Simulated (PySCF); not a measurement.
# How methods differ on the excitation energy of F²⁺

F²⁺ [He] 2s2 2p3 (4S) → F²⁺ [He] 2s2 2p2 3d1 (high-spin determinant), as a difference of total energies. All numbers are calculated (PySCF 2.14, scalar relativity by spin-free X2C-1e, in x2c-QZVPPall with one added diffuse shell each of s, p, d, f type (8s5p4d3f1g, 73 functions)). Correlated levels: valence: 1s2 frozen; valence and next inner shell: nothing frozen. The calculations carry no spin-orbit coupling.

| method | excitation energy (eV) |
| --- | --- |
| UHF | 48.867 |
| LDA | 48.491 |
| PBE | 47.943 |
| PBE0 | 48.336 |
| r2SCAN | 48.847 |
| r2SCANh | 48.897 |
| M06-L | 48.734 |
| r2SCAN0 | 48.973 |
| HSE06 | 48.312 |
| MP2 (valence) | 48.079 |
| SCS-MP2 (valence) | 47.666 |
| MP2 (valence and next inner shell) | 48.110 |
| SCS-MP2 (valence and next inner shell) | 47.690 |

Question: How much does correlation contribute at MP2 (valence and next inner shell)?

Answer: 48.110 − (48.867) = -0.757 eV, measured against UHF.

A first-order spin-orbit estimate (lowest level to lowest level, LS coupling) adds -0.037 eV.

The promoted electron is Rydberg-like, and one or two diffuse shells describe it only roughly, which tends to raise the upper state.

The determinant of the upper state mixes LS terms, which raises its energy above the lowest term, most at the Hartree-Fock and MP2 levels.
